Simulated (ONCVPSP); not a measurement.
## Br (Z = 35) ONCV: all-electron and pseudo phase curves

- Element: bromine (Br)
- Generator: ONCVPSP 4.0.1
- Type: optimised norm-conserving Vanderbilt (ONCV)
- Functional: PW91
- Relativity: scalar-relativistic
- Frozen core: [Ne]
- Valence charge: 25
- Reference configuration: 3s2 3p6 3d10 4s2 4p3 (charge +2)
- Partial waves: 3s+4s: rc 0.70 bohr, ncon 4, nbas 7, qcut 21.1 1/bohr, 2 projectors; 3p+4p: rc 0.90 bohr, ncon 4, nbas 7, qcut 14.2 1/bohr, 3 projectors, debl 3.5 Ha; 3d: rc 0.80 bohr, ncon 5, nbas 9, qcut 21.9 1/bohr, 2 projectors, debl 1.3 Ha
- Local potential: polynomial inside 0.65 bohr (lpopt 5, dvloc0 0 Ha)
- Core correction: Teter function, fcfact 1.75, rcfact 2

In the d channel the program set the typed energies aside and used -3.341, 0.250 Ha.

The phase is arctan(r·R′/R) of the radial function R(r), unwrapped; energies in Ha, scanned from -11 to 5 Ha. A pole is an energy at which the radial function vanishes at the test radius. The pseudo phase is shifted by a multiple of π to meet the all-electron one at the reference energy, and phase errors are pseudo minus all-electron; the curves can meet again beyond the range given. Levels narrower than the energy grid can be missing from the lists of poles.

```tsv
channel	radius (bohr)	reference energy (Ha)	poles, all-electron	poles, pseudo	unbroken range about the reference energy with phases within 0.05 rad	phase error 1 Ha above the reference energy (rad)
s	0.71	-1.54	-3.68	-3.67	the whole range	+0.000
p	0.91	-1.04	-5.71	-5.71	the whole range	+0.000
d	0.81	-3.34	-0.78	-0.78	the whole range	-0.000
```

Phases in the s channel:

```csv
E (Ha),all-electron,pseudo
-10.96,-1.025,-1.024
-10.08,-1.164,-1.164
-9.20,-1.267,-1.267
-8.32,-1.345,-1.345
-7.44,-1.405,-1.405
-6.56,-1.455,-1.455
-5.68,-1.496,-1.496
-4.80,-1.532,-1.532
-3.92,-1.563,-1.563
-3.04,-1.591,-1.591
-2.16,-1.617,-1.617
-1.28,-1.641,-1.641
-0.40,-1.665,-1.665
0.48,-1.688,-1.688
1.36,-1.711,-1.711
2.24,-1.734,-1.734
3.12,-1.759,-1.759
4.00,-1.785,-1.785
4.88,-1.813,-1.814
```
